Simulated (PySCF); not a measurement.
Vertical excitation energies

Compound: C₂H₁₁GeNSi.
Z-matrix (Å and degrees, GFN2-xTB geometry), rows numbered from 1:
```
C 
C   1  1.5244
N   2  1.4502  1  113.32
Si  3  1.7316  2  118.68  1   -80.39
Ge  3  1.8283  2  116.67  1    76.44
H   1  1.0906  2  109.77  3   -59.04
H   1  1.0875  2  110.41  3  -179.01
H   1  1.0877  2  110.08  3    60.52
H   2  1.0975  1  108.86  3   120.65
H   2  1.0942  1  109.40  3  -121.55
H   4  1.4642  3  105.45  2   -41.99
H   4  1.4732  3  114.07  2    78.00
H   4  1.4617  3  105.66  2  -161.87
H   5  1.4926  3  107.50  2   156.74
H   5  1.5079  3  113.77  2   -83.05
H   5  1.5006  3  106.17  2    36.50
```

Theory: PySCF 2.14.0, density-fitted response routines, TDDFT PBE0/def2-SVPD, vertical, gas phase, core orbitals frozen in the response. Relativistic effects, spin–orbit coupling among them, are left out although an element past zinc is present.

```json
{"state": "S1", "E (eV)": "5.58", "λ (nm)": "222.3", "f": "0.0007", "main configurations (H = HOMO, L = LUMO)": "H→L (97%)"}
{"state": "S2", "E (eV)": "6.15", "λ (nm)": "201.5", "f": "0.022", "main configurations (H = HOMO, L = LUMO)": "H→L+1 (88%), H→L+2 (9%)"}
{"state": "S3", "E (eV)": "6.23", "λ (nm)": "198.9", "f": "0.0062", "main configurations (H = HOMO, L = LUMO)": "H→L+2 (88%), H→L+1 (9%)"}
{"state": "S4", "E (eV)": "6.73", "λ (nm)": "184.3", "f": "0.016", "main configurations (H = HOMO, L = LUMO)": "H→L+3 (83%), H→L+5 (12%)"}
{"state": "S5", "E (eV)": "6.96", "λ (nm)": "178.3", "f": "0.0003", "main configurations (H = HOMO, L = LUMO)": "H→L+4 (84%)"}
{"state": "S6", "E (eV)": "6.99", "λ (nm)": "177.5", "f": "0.0021", "main configurations (H = HOMO, L = LUMO)": "H→L+5 (78%), H→L+4 (9%), H→L+3 (9%)"}
```

Triplets, Tamm–Dancoff:

```json
{"state": "T1", "E (eV)": "5.26", "λ (nm)": "235.6", "main configurations (H = HOMO, L = LUMO)": "H→L (86%), H→L+1 (11%)"}
{"state": "T2", "E (eV)": "5.94", "λ (nm)": "208.6", "main configurations (H = HOMO, L = LUMO)": "H→L+1 (74%), H→L (12%), H→L+2 (10%)"}
```

The lowest singlet lies at 5.58 eV (222 nm, ultraviolet) and is very weak; its leading configuration is HOMO→LUMO (97%). The strongest level in the table is S2 at 6.15 eV (202 nm, f = 0.022). Löwdin shares by element: HOMO nitrogen 53%, silicon 8%, carbon 8% or more, germanium 7% (atoms not listed hold the other 23%); LUMO germanium 22%, silicon 22%, hydrogen 6% or more, nitrogen 6% (atoms not listed hold the other 44%). Of the 6 states listed, 2 reach f = 0.01 and 1 stays under 0.0005. Weighted by f, the mean energy of these states is 6.40 eV. The oscillator strengths of these states sum to 0.047; summed over the whole spectrum of an exact calculation they would give the number of electrons, 76 (Thomas–Reiche–Kuhn). The window holds the lowest 6 singlets.

Time: 35 s of wall time; peak memory 0.87 GiB. Hardware: one thread of an Arm Neoverse V2, shared host with 96 logical CPUs at a one-minute load of 64.

One conformer stands for the species.

Without π bonds the low states may be Rydberg-like; a valence basis with one diffuse set may place them up to an eV too high.
